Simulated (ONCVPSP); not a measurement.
# Transferability test, ONCV potential for nitrogen

ONCVPSP 4.0.1 input, shortened (lines: element, Z, core and valence counts, functional; n l f; lmax; l rc ep ncon nbas qcut; lloc lpopt rc5 dvloc0; l nproj debl; icmod fcfact rcfact), PBE, scalar-relativistic:

```
  N 7.00    1    2        4      upf
    1    0    2.00
    2    0    1.50
    2    1    3.50
    2
    0    1.00    0.00    4    8    5.40
    1    1.00    0.00    4    7   15.30
    2    1.40    0.32    4    7    7.40
    1    5    1.00    0.00
    0    1    0.50
    1    0    2.40
    2    1    2.00
    1    0.30    0.00
```

Energies are relative to the spin-unpolarised reference configuration 2s1.5 2p3.5; without spin polarisation the order of configurations can differ from experiment.

```json
{"valence configuration": "2s2 2p3", "charge": "0", "ΔE all-electron (eV)": "-5.750", "error AE − PS (meV)": "+2.2"}
{"valence configuration": "2s2 2p2", "charge": "+1", "ΔE all-electron (eV)": "7.841", "error AE − PS (meV)": "+12"}
{"valence configuration": "2s2 2p1", "charge": "+2", "ΔE all-electron (eV)": "36.695", "error AE − PS (meV)": "+68"}
{"valence configuration": "2s1 2p3", "charge": "+1", "ΔE all-electron (eV)": "19.622", "error AE − PS (meV)": "-0.7"}
```
